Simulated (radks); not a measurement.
Q: The mean radii <r> (bohr) of the occupied orbitals of an atom or ion are listed with their occupations. Method: Dirac Kohn-Sham, BLYP, spin-unpolarised, spherical densities, finite nucleus; Fermi nuclear charge, rms radius of each element as measured or else 0.836 A^(1/3) + 0.57 fm; computed with a radial shooting solver on a logarithmic mesh with Libxc functionals.

| orbital | occ. | <r> |
|---|---|---|
| 1s1/2 | 2 | 0.02781 |
| 2s1/2 | 2 | 0.1194 |
| 2p1/2 | 2 | 0.1008 |
| 2p3/2 | 4 | 0.1064 |
| 3s1/2 | 2 | 0.3219 |
| 3p1/2 | 2 | 0.3123 |
| 3p3/2 | 4 | 0.3237 |
| 3d3/2 | 4 | 0.2947 |
| 3d5/2 | 6 | 0.2983 |
| 4s1/2 | 2 | 0.7641 |
| 4p1/2 | 2 | 0.8007 |
| 4p3/2 | 4 | 0.8293 |
| 4d3/2 | 4 | 0.9586 |
| 4d5/2 | 6 | 0.9703 |
| 5s1/2 | 2 | 1.924 |
| 5p1/2 | 1 | 2.190 |

Name the element and its charge. Open shells, if any, fill j = l - 1/2 first.

A: Z = 52, tellurium, charge +3: Te3+ in [Kr] 4d10 5s2 5p1. The 1s radius gives Z: for a bare nucleus <r> = (2 gamma + 1)/(2Z) with gamma = sqrt(1 - (Z/c)^2), 0.02741 bohr for Z = 52, and screening makes it slightly larger (0.02781 here). The occupations add up to 49, and the charge is Z minus that.
